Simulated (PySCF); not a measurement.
## Identify the compound

Molecular formula: C7H9FO. Simulated spectra:

¹H NMR (400 MHz, computed): δ 9.15 (m, 1H), 6.02 (m, 1H), 5.95 (m, 1H), 2.29 (s, 3H), 2.20 (s, 3H).

¹³C{¹H} NMR (computed): δ 166.4 (C), 165.0 (C), 143.9 (CH), 130.5 (CH2), 122.5 (C), 17.9 (CH3), 17.8 (CH3).

- GFN2-xTB geometry
- GIAO PBE0/pcSseg-1 shieldings
- code: PySCF 2.14
- single conformer, averaged over atoms made equivalent by symmetry, fast rotation or ring inversion, non-relativistic, no solvent

δ = σ(ref) − σ, references computed at the same level: ¹H and ¹³C against TMS.

**Question.** Choose the structure that fits.
A. C[C@H]1CC=C(F)C(=O)C1
B. C=C1C(=C)[C@@H](OC)[C@@H]1F
C. C=C[C@@]1(C)C[C@H]1C(=O)F
D. C=C/C(C)=C(/C)C(=O)F
E. C=C1C(=C)[C@H](F)[C@@H]1OC

**Answer.** D. 

The formula gives 3 degrees of unsaturation (no ring in the answer). 7 carbon signals for 7 carbons: no two carbons are equivalent. Carbon types of the structure: 3 × C, 1 × CH, 1 × CH2, 2 × CH3, which accounts for all hydrogens. δC 166.4: β carbon of a C=C–C=O unit; conjugation with the carbonyl draws π density from the β position. δC 165.0: carbonyl carbon. δC 143.9: alkene CH; an sp2 carbon of a C=C bond. δC 130.5: terminal =CH2 carbon; the olefinic region. δC 122.5: α carbon of a C=C–C=O unit; an sp2 carbon of a C=C bond.

The others: C=C1C(=C)[C@H](F)[C@@H]1OC would give 7 signals for carbon-bound and other non-exchanging H, not 5; C=C[C@@]1(C)C[C@H]1C(=O)F would give 7 signals for carbon-bound and other non-exchanging H, not 5; C=C1C(=C)[C@@H](OC)[C@@H]1F would give 7 signals for carbon-bound and other non-exchanging H, not 5; C[C@H]1CC=C(F)C(=O)C1 would give 7 signals for carbon-bound and other non-exchanging H, not 5.

Splittings by ¹⁹F in the carbon and heteronuclear signals aren't shown, as no couplings were computed. Shifts are as computed. Against solution values, carbons near 30 ppm lie about +3 ppm off and those near 130 ppm about +5 ppm. Of 1211 compounds with measured shifts, 218 miss one by over three times the rms of a fit or turn the order of signals round; such compounds aren't used in these exercises. Multiplicities follow the n + 1 count of equivalent neighbours, as no J values were calculated; m marks all less simple cases, F and P coupling included.
